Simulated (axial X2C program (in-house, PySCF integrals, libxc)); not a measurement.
**Potential curves of Ga₂⁻, two-component**

Calculated with an axial X2C code built on PySCF integrals. Two-component (2c) means X2C with spin–orbit coupling and atomic mean-field two-electron Coulomb and Gaunt terms. Basis: Ga dyall-acv3z [10s10p8d5f1g] (cores contracted in-house); Gaussian nuclei, density fitting, unrestricted open shells. Masses: Ga 68.926 u.

State: Ω = 3/2 (⟨Sz⟩ = 1.50, ⟨Lz⟩ = 0.00 at BLYP). Energies in kJ/mol from the lowest point of each curve. Fits are polynomials in 1 − R0/R over 0.85 to 1.23 times the lowest point R0.

| R (Å) | BLYP | CCSD(T) | HF | PBE0 |
| --- | --- | --- | --- | --- |
| 2.1872 | 47.86 |  | 53.56 | 38.03 |
| 2.2877 | 22.81 | 23.27 | 25.25 | 15.54 |
| 2.3632 | 11.23 | 10.59 | 12.10 | 6.02 |
| 2.4386 | 4.25 | 3.23 | 4.23 | 1.22 |
| 2.5140 | 0.76 | 0.00 | 0.45 | 0.00 |
| 2.6020 | 0.00 | 0.16 | 0.00 | 1.97 |
| 2.6900 | 1.83 | 3.45 | 2.75 | 6.59 |
| 2.8031 | 6.80 | 10.83 | 9.63 | 15.21 |
| 2.9414 | 15.36 |  | 21.43 | 28.23 |
| 3.1425 | 30.13 |  | 42.22 | 49.43 |

Correlated methods: 7 electrons correlated (number of frozen shells: Ga 3 s, 2 p, 1 d), 385 virtual spin orbitals or spinors in MP2, 90 natural virtuals in coupled cluster.

The state is one determinant whose occupation by symmetry is held fixed; it was picked as the lowest of a PBE0 search that is not exhaustive. Density functionals use the spin component along the axis (collinear). CCSD and (T) use frozen natural virtuals with an MP2 correction for the truncation; (T) itself is uncorrected, so its De runs slightly low. Other states lie close and PBE0, whose exact exchange favours high spin, may order them wrongly; the determinant shown need not be the ground state. The nearest other 2c determinant of the search, Ω = 1/2, lies 0.26 eV up at the distance of the search. With several unpaired electrons one determinant need not be a pure state. The highest occupied level of some functionals is positive through self-interaction error; at Hartree–Fock it is bound. This is the top spin component of a Σ state; components of lower Ω are not single determinants and can lie lower. With the outer-core shells frozen, correlated bond lengths of heavy atoms tend to come out a few hundredths of an ångström too long. Coupled cluster ran on the points near the minimum only. MP2 and coupled cluster on one determinant become unreliable at the stretched end.

(1) Fit the BLYP curve near its minimum: give the equilibrium distance and the harmonic wavenumber.

(2) Fit the CCSD(T) curve near its minimum: give the equilibrium distance and the harmonic wavenumber.

(3) What are Re and ωe at the HF level?

(4) What are Re and ωe at the PBE0 level?

## Answers

(1) At BLYP, 2c: Re = 2.580 Å, ωe ≈ 172 cm⁻¹; Be follows as 0.0735 cm⁻¹.

(2) At CCSD(T), 2c: Re = 2.553 Å, ωe ≈ 198 cm⁻¹; Be follows as 0.0751 cm⁻¹.

(3) At HF, 2c: Re = 2.568 Å, ωe ≈ 194 cm⁻¹; Be follows as 0.0742 cm⁻¹.

(4) At PBE0, 2c: Re = 2.507 Å, ωe ≈ 200 cm⁻¹; Be follows as 0.0779 cm⁻¹.
